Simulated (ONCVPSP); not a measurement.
Ga: excitation energies, all-electron against ONCV

| Item | Value |
| --- | --- |
| Element | gallium (Ga) |
| Generator | ONCVPSP 4.0.1 |
| Type | optimised norm-conserving Vanderbilt (ONCV) |
| Functional | PBE |
| Relativity | scalar-relativistic |
| Frozen core | [Ne] |
| Valence charge | 21 |
| Reference configuration | 3s2 3p6 3d10 4s1 (charge +2) |
| Partial waves | 3s+4s: rc 0.95 bohr, ncon 5, nbas 8, qcut 16.7 1/bohr, 3 projectors, debl 2.2 Ha; 3p: rc 0.80 bohr, ncon 4, nbas 7, qcut 14.2 1/bohr, 2 projectors, debl 2.6 Ha; 3d: rc 1.10 bohr, ncon 3, nbas 8, qcut 16.1 1/bohr, 1 projector |
| Local potential | polynomial inside 0.60 bohr (lpopt 5, dvloc0 2 Ha) |
| Core correction | polynomial model core, fcfact 0.25 |

In the p channel the program set the typed energies aside and used -4.380, 0.250 Ha.

Energies are relative to the spin-unpolarised reference configuration 3s2 3p6 3d10 4s1; without spin polarisation the order of configurations can differ from experiment.

**Question.** Give the all-electron excitation energy and the error of the potential for: 3s2 3p6 3d10 4s2 4p1; 3s2 3p6 3d10 4s2; 3s2 3p6 3d10 4s0; 3s2 3p5 3d10 4s2 4p1.

**Answer.**

```
valence configuration  charge  ΔE all-electron (eV)  error AE − PS (meV)
 3s2 3p6 3d10 4s2 4p1       0               -26.817                 +3.1
     3s2 3p6 3d10 4s2      +1               -21.128                 +2.3
     3s2 3p6 3d10 4s0      +3                31.272                 -1.3
 3s2 3p5 3d10 4s2 4p1      +1                81.388                 -107
```

Levels in the configuration 3s2 3p6 3d10 4s2:

```csv
level,all-electron (eV),pseudo (eV)
3s,-156.407,-156.408
3p,-107.144,-107.149
3d,-27.422,-27.414
4s,-16.332,-16.333
```
